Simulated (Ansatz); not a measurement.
Input for Ansatz (development build ahead of 0.2.0):

```yaml
crystal:
  periodic: [false, false, false]
  atoms:
    - { symbol: B, position_ang: [0.0, 0.0, 0.0] }
    - { symbol: Be, position_ang: [0.0, 0.0, 3.927] }
basis:
  gaussian: { orbitals: pcseg-2 }
magnetization:
  initial_magnetization: 3
hamiltonian:
  xc: { name: B3LYP }
```

The input is written out in the form of the current development build from the run's settings.

Output:

```yaml
Converged: yes
Total_energy: -39.25146 hartree
Spin_squared_of_the_determinant: 3.750
Stability_test: minimum among restricted orbitals
```

Caution: stretched shape with no unrestricted run beside it, a lower state can exist; charge can spread falsely over distant fragments; another spin multiplicity may lie lower.
